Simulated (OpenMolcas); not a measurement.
**WF⁺ at 1.785 Å: OpenMolcas input and output**

Input (each module block was a call of its own in one work directory; start orbitals came from a preliminary run):

```
&GATEWAY
Coord
2
angstrom
W 0.0 0.0 0.0
F 0.0 0.0 1.7850
Basis=ANO-RCC-VDZP
Group=XY
RX2C
AMFI
ANGMom
0.0 0.0 0.0
RICD
&SEWARD
&GUESSORB
* RASSCF and CASPT2 blocks for each multiplicity and irrep, as for the first:
&RASSCF
FileOrb=$CurrDir/o52.orb
Symmetry=2
Spin=5
nActEl=10 0 0
Inactive=20 16
RAS2=5 4
CIRoot=2 2 1
Linear
Iterations=120 100
OrbListing=Nothing
PRWF=0.15
>>COPY $Project.RasOrb $CurrDir/o52.orb
>>COPY $Project.rasscf.h5 $CurrDir/r52.h5
&CASPT2
XMultistate=all
Imaginary=0.2
IPEA=0.25
MaxIter=40
>>COPY $Project.JobMix JOB001
&RASSI
Nr of JobIphs=4 2 4 9 5
1 2
1 2 3 4
1 2 3 4 5 6 7 8 9
1 2 3 4 5
SpinOrbit
EJob
Omega
MEES
MESO
Properties=4
'AngMom' 3 'Mltpl  1' 1 'Mltpl  1' 2 'Mltpl  1' 3
Thrs=1.0d-4
>>COPY $Project.rassi.h5 $CurrDir/so.h5
```

```bash
pymolcas m.inp
```

C2 symmetry about the axis (a holds Σ, Δ, Γ; b holds Π, Φ, H; Σ⁺ and Σ⁻ are not told apart); roots by multiplicity and irrep: 5b 2, 5a 4, 3a 9, 1a 5.

RASSI part of the output, in excerpt:

```
SPIN-FREE ENERGIES:
  (Shifted by EMIN (a.u.) =     -16239.7048965028)
 SF State       Relative EMIN(au)   Rel lowest level(eV)    D:o, cm**(-1)      Abs_M
     1             0.0000000000        0.0000000000              0.0000         1.0
     2             0.0002234584        0.0060806135             49.0435         1.0
     3             0.0273142781        0.7432593715           5994.7911         0.1
     4             0.0316653815        0.8616589262           6949.7479         2.0
     5             0.0316919488        0.8623818589           6955.5788         2.0
     7             0.0489976851        1.3332949357          10753.7489         0.0
     8             0.0556913689        1.5154393507          12222.8427         2.0
     9             0.0557301636        1.5164950082          12231.3571         2.0
    10             0.0612568639        1.6668841825          13444.3276         0.0
    16             0.0665245986        1.8102265478          14600.4618         0.0
     6             0.0688172857        1.8726137411          15103.6484         0.0
    11             0.0765059753        2.0818336434          16791.1207         2.0
    12             0.0765435261        2.0828554541          16799.3622         2.0
    13             0.0838298927        2.2811275902          18398.5348         4.0
    14             0.0838566224        2.2818549407          18404.4013         4.0
    17             0.0852758615        2.3204744055          18715.8883         4.0
    18             0.0853062162        2.3213003991          18722.5504         4.0
    19             0.0900903661        2.4514837502          19772.5499         2.0
    20             0.0901666769        2.4535602713          19789.2982         2.0
    15             0.0917632494        2.4970052229          20139.7053         0.0
++ Dipole transition strengths (spin-free states):
     for osc. strength at least  1.00000000E-05
      From   To        Osc. strength     Einstein coefficients Ax, Ay, Az (sec-1)    Total A (sec-1)
         1    3       1.28233224E-03  2.10404933E+03  2.86350331E+04  0.00000000E+00  3.07390824E+04
         1    4       2.11919503E-04  3.08320271E+03  3.74413299E+03  0.00000000E+00  6.82733571E+03
         1    5       1.90869091E-04  3.66793267E+03  2.49155199E+03  0.00000000E+00  6.15948466E+03
         1    6       4.61141647E-03  6.55149339E+05  4.65326154E+04  0.00000000E+00  7.01681954E+05
         2    3       1.22522806E-03  2.70407818E+04  1.85085245E+03  0.00000000E+00  2.88916342E+04
         2    4       2.16230684E-04  3.86491712E+03  3.00333781E+03  0.00000000E+00  6.86825493E+03
         2    5       2.39213470E-04  3.65332964E+03  3.95778621E+03  0.00000000E+00  7.61111585E+03
         2    6       4.59348705E-03  4.59989396E+04  6.48423027E+05  0.00000000E+00  6.94421966E+05
 Electric-quadrupole - electric-quadrupole not included
 Electric-dipole - electric-octupole not included
 Electric-dipole - magnetic-quadrupole not included
   Eigenvalues of complex Hamiltonian:
  (Shifted by EMIN (a.u.) =     -16239.7048965028)
 SO State       Relative EMIN(au)   Rel lowest level(eV)    D:o, cm**(-1)      Omega
     1            -0.0076594264        0.0000000000              0.0000         1.0
     2            -0.0076592532        0.0000047132              0.0380         1.0
     3            -0.0061527127        0.0409997663            330.6854         0.0
     4            -0.0058530176        0.0491548872            396.4609         0.0
     5            -0.0035157838        0.1127542576            909.4244         1.0
     6            -0.0033031290        0.1185408914            956.0968         1.0
     7            -0.0003502152        0.1988937687           1604.1864         2.0
     8            -0.0003496785        0.1989083729           1604.3042         2.0
     9             0.0025888365        0.2788694391           2249.2337         3.0
    10             0.0025888368        0.2788694487           2249.2338         3.0
    11             0.0206733673        0.7709745925           6218.3295         0.0
    12             0.0213362599        0.7890128199           6363.8176         0.0
    13             0.0240935243        0.8640418058           6968.9671         1.0
    14             0.0242099169        0.8672090098           6994.5124         1.0
    15             0.0246282845        0.8785933716           7086.3334         0.0
    16             0.0269004788        0.9404229284           7585.0224         1.0
    17             0.0270218169        0.9437247069           7611.6531         1.0
    18             0.0276312453        0.9603080972           7745.4072         2.0
    19             0.0276318585        0.9603247843           7745.5417         2.0
    20             0.0318583692        1.0753339997           8673.1536         2.0
    21             0.0318808048        1.0759445021           8678.0777         2.0
    22             0.0373264539        1.2241281647           9873.2595         3.0
    23             0.0373264707        1.2241286212           9873.2632         3.0
    24             0.0403997206        1.3077560107          10547.7636         0.0
    25             0.0430955310        1.3811127486          11139.4256         4.0
    26             0.0430955310        1.3811127497          11139.4256         4.0
    27             0.0484822361        1.5276924625          12321.6707         3.0
    28             0.0484822547        1.5276929689          12321.6748         3.0
    29             0.0492286525        1.5480034882          12485.4901         1.0
    30             0.0492290961        1.5480155578          12485.5875         1.0
    31             0.0559635393        1.7312690923          13963.6269         2.0
    32             0.0560005182        1.7322753408          13971.7429         2.0
    33             0.0612255243        1.8744549981          15118.4991         1.0
    34             0.0612260020        1.8744679987          15118.6040         1.0
    35             0.0629634814        1.9217472224          15499.9367         1.0
    36             0.0629655418        1.9218032877          15500.3889         1.0
    37             0.0662283080        2.0105876781          16216.4833         0.0
    38             0.0692487888        2.0927791489          16879.4022         2.0
    39             0.0692497130        2.0928042962          16879.6050         2.0
    40             0.0696834635        2.1046072492          16974.8022         1.0
    41             0.0696872815        2.1047111438          16975.6402         1.0
    42             0.0702235352        2.1193033496          17093.3343         0.0
    43             0.0710686211        2.1422993075          17278.8092         1.0
    44             0.0710697553        2.1423301723          17279.0581         1.0
    45             0.0745953241        2.2382657866          18052.8310         2.0
    46             0.0746341535        2.2393223865          18061.3531         2.0
    47             0.0759134063        2.2741326307          18342.1167         0.0
    48             0.0774911599        2.3170654913          18688.3935         3.0
    49             0.0774911633        2.3170655838          18688.3943         3.0
    50             0.0837326937        2.4869062804          20058.2519         4.0
    51             0.0837575275        2.4875820406          20063.7022         4.0
    52             0.0853751929        2.5316009601          20418.7388         4.0
    53             0.0854035338        2.5323721532          20424.9589         4.0
    54             0.0883598059        2.6128164153          21073.7856         3.0
    55             0.0883598101        2.6128165305          21073.7865         3.0
    56             0.0901956133        2.6627712793          21476.6987         5.0
    57             0.0901956152        2.6627713319          21476.6992         5.0
    58             0.0924677426        2.7245990673          21975.3735         0.1
    59             0.0940329969        2.7671918066          22318.9071         2.0
    60             0.0941003439        2.7690244141          22333.6881         2.0
    61             0.0953367927        2.8026698991          22605.0572         1.0
    62             0.0953382450        2.8027094172          22605.3759         1.0
 Weights of the five most important spin-orbit-free states for each spin-orbit state.
 SO State  Total energy (au)           Spin-free states, spin, and weights
    1        -0.007659       1 2.0  0.4901    2 2.0  0.4697    3 2.0  0.0180   10 1.0  0.0111    6 2.0  0.0055
    2        -0.007659       1 2.0  0.4899    2 2.0  0.4699    3 2.0  0.0179   10 1.0  0.0111    6 2.0  0.0055
    3        -0.006153       1 2.0  0.4632    2 2.0  0.4292    3 2.0  0.0509   10 1.0  0.0187    4 2.0  0.0187
    4        -0.005853       1 2.0  0.4860    2 2.0  0.4499    4 2.0  0.0201    5 2.0  0.0200    6 2.0  0.0175
    5        -0.003516       1 2.0  0.9123    3 2.0  0.0253    4 2.0  0.0215    5 2.0  0.0207    6 2.0  0.0096
    6        -0.003303       2 2.0  0.9118    3 2.0  0.0232    5 2.0  0.0228    4 2.0  0.0220    6 2.0  0.0096
    7        -0.000350       2 2.0  0.4832    1 2.0  0.4481    4 2.0  0.0315    3 2.0  0.0144   12 1.0  0.0076
    8        -0.000350       2 2.0  0.4826    1 2.0  0.4487    5 2.0  0.0315    3 2.0  0.0144   11 1.0  0.0076
    9         0.002589       2 2.0  0.4832    1 2.0  0.4632    4 2.0  0.0093    5 2.0  0.0092   11 1.0  0.0088
   10         0.002589       2 2.0  0.4832    1 2.0  0.4632    4 2.0  0.0092    5 2.0  0.0092   11 1.0  0.0088
   11         0.020673       4 2.0  0.4079    5 2.0  0.4065    3 2.0  0.1574   10 1.0  0.0226    1 2.0  0.0024
   12         0.021336       4 2.0  0.4802    5 2.0  0.4784    1 2.0  0.0192    2 2.0  0.0189    6 2.0  0.0018
   13         0.024094       3 2.0  0.7213    4 2.0  0.0913    5 2.0  0.0823   10 1.0  0.0698    2 2.0  0.0139
   14         0.024210       3 2.0  0.7165    5 2.0  0.0913    4 2.0  0.0829   10 1.0  0.0721    1 2.0  0.0155
   15         0.024628       3 2.0  0.6737    4 2.0  0.0736    5 2.0  0.0733   10 1.0  0.0702    1 2.0  0.0488
   16         0.026900       4 2.0  0.3856    5 2.0  0.3771    3 2.0  0.1360    1 2.0  0.0615   11 1.0  0.0107
   17         0.027022       5 2.0  0.3829    4 2.0  0.3778    3 2.0  0.1337    2 2.0  0.0634   10 1.0  0.0122
   18         0.027631       3 2.0  0.9642    4 2.0  0.0262    2 2.0  0.0042    1 2.0  0.0038    5 2.0  0.0010
   19         0.027632       3 2.0  0.9644    5 2.0  0.0268    2 2.0  0.0042    1 2.0  0.0038    8 1.0  0.0004
   20         0.031858       4 2.0  0.9141   12 1.0  0.0216    3 2.0  0.0200    2 2.0  0.0176    1 2.0  0.0171
   21         0.031881       5 2.0  0.9142   11 1.0  0.0216    3 2.0  0.0199    2 2.0  0.0179    1 2.0  0.0167
   22         0.037326       5 2.0  0.4843    4 2.0  0.4832   11 1.0  0.0091   12 1.0  0.0090    2 2.0  0.0072
   23         0.037326       5 2.0  0.4851    4 2.0  0.4825   11 1.0  0.0091   12 1.0  0.0090    2 2.0  0.0072
   24         0.040400       7 1.0  0.7259   16 0.0  0.2544   10 1.0  0.0117    3 2.0  0.0041    2 2.0  0.0019
   25         0.043096       5 2.0  0.5004    4 2.0  0.4994    3 2.0  0.0002    2 2.0  0.0000    6 2.0  0.0000
   26         0.043096       5 2.0  0.5004    4 2.0  0.4994    3 2.0  0.0002    2 2.0  0.0000    6 2.0  0.0000
   27         0.048482       8 1.0  0.4884    9 1.0  0.4858    1 2.0  0.0102    2 2.0  0.0101   12 1.0  0.0022
   28         0.048482       8 1.0  0.4883    9 1.0  0.4859    1 2.0  0.0102    2 2.0  0.0101   11 1.0  0.0022
   29         0.049229       7 1.0  0.9880    3 2.0  0.0065   10 1.0  0.0017    2 2.0  0.0012    1 2.0  0.0012
   30         0.049229       7 1.0  0.9879    3 2.0  0.0065   10 1.0  0.0017    2 2.0  0.0013    1 2.0  0.0011
   31         0.055964       8 1.0  0.9915    5 2.0  0.0020    2 2.0  0.0018    1 2.0  0.0018    6 2.0  0.0008
   32         0.056001       9 1.0  0.9915    4 2.0  0.0020    2 2.0  0.0018    1 2.0  0.0018    6 2.0  0.0008
   33         0.061226       9 1.0  0.3758    8 1.0  0.3737   11 1.0  0.1194   12 1.0  0.1191    4 2.0  0.0055
   34         0.061226       9 1.0  0.3759    8 1.0  0.3739   11 1.0  0.1193   12 1.0  0.1191    5 2.0  0.0056
   35         0.062963      10 1.0  0.8194    3 2.0  0.0948   15 1.0  0.0822    2 2.0  0.0013    1 2.0  0.0008
   36         0.062966      10 1.0  0.8199    3 2.0  0.0948   15 1.0  0.0822    1 2.0  0.0013    2 2.0  0.0008
   37         0.066228      10 1.0  0.8108    3 2.0  0.1125    7 1.0  0.0405   16 0.0  0.0336    2 2.0  0.0012
   38         0.069249       6 2.0  0.9753   11 1.0  0.0162    2 2.0  0.0026    1 2.0  0.0026   19 0.0  0.0024
   39         0.069250       6 2.0  0.9756   12 1.0  0.0160    1 2.0  0.0026    2 2.0  0.0026   20 0.0  0.0024
   40         0.069683       6 2.0  0.7594   11 1.0  0.0849   12 1.0  0.0846    9 1.0  0.0312    8 1.0  0.0311
   41         0.069687       6 2.0  0.7604   11 1.0  0.0845   12 1.0  0.0842    9 1.0  0.0310    8 1.0  0.0309
   42         0.070224       6 2.0  0.9800    2 2.0  0.0092    1 2.0  0.0091   15 1.0  0.0014    5 2.0  0.0001
   43         0.071069      11 1.0  0.2842   12 1.0  0.2829    6 2.0  0.2227    9 1.0  0.0927    8 1.0  0.0924
   44         0.071070      11 1.0  0.2839   12 1.0  0.2828    6 2.0  0.2233    9 1.0  0.0926    8 1.0  0.0923
   45         0.074595      11 1.0  0.7456   19 0.0  0.1862    6 2.0  0.0160    5 2.0  0.0141   20 0.0  0.0094
   46         0.074634      12 1.0  0.7463   20 0.0  0.1856    6 2.0  0.0157    4 2.0  0.0141   19 0.0  0.0095
   47         0.075913      16 0.0  0.7114    7 1.0  0.2194   10 1.0  0.0659    3 2.0  0.0024    2 2.0  0.0004
   48         0.077491      13 1.0  0.5010   14 1.0  0.4990   15 1.0  0.0000   10 1.0  0.0000   12 1.0  0.0000
   49         0.077491      13 1.0  0.5010   14 1.0  0.4990   15 1.0  0.0000   10 1.0  0.0000   12 1.0  0.0000
...
```

Only roots inside an energy window near the equilibrium distance were included, so the list of states is not complete; labels number the states computed. Each spin and symmetry block has orbitals of its own, averaged over its own roots, so gaps between blocks are less sure than gaps within one and near the minimum can be off by tenths of an eV, in bad cases by more. No Rydberg orbitals are active, so Rydberg states, and σ→σ* states whose orbital the CASSCF left unused, can be missing between those listed. CASPT2 splits the two components of degenerate states numerically, here by up to 49 cm⁻¹. No roots were computed in blocks 1b, 3b (none fell in the window or the block failed), so states of that kind are missing and can lie low or lowest. For d and f metals this valence active space lacks a second d shell: the order of states is not reliable within half an eV or more, and the lowest computed state need not be the true ground state.
